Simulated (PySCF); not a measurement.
Correlation energy of Os⁺ (osmium, charge +1)

[Xe] 4f14 5d6 6s1, high-spin 6D determinant. Computed with PySCF 2.14 in def2-TZVPPD with the def2 core potential (60 electrons) (6s5p3d2f1g, 59 functions), with a scalar-relativistic core potential. Frozen: nothing; 15 electrons correlated.

MP2 pair energies summed by pair of shells (mhartree):

```
 pair   energy  share (%)
5p-5d  -132.48       37.0
5d-5d   -94.68       26.4
5p-5p   -53.04       14.8
5d-6s   -28.95        8.1
5s-5p   -19.19        5.4
5s-5d   -13.47        3.8
5p-6s   -13.26        3.7
5s-5s    -2.79        0.8
5s-6s    -0.49        0.1
```

Total MP2 correlation energy: -358.33 mhartree.

Same-spin part -133.18 and opposite-spin part -225.15 mhartree; SCS-MP2 scales them by 1/3 and 6/5 to -314.58 mhartree.

The basis has no tight functions for the innermost shells, so their pair energies are far from complete.

This basis was not built for core-valence correlation, so the inner-shell part is incomplete.
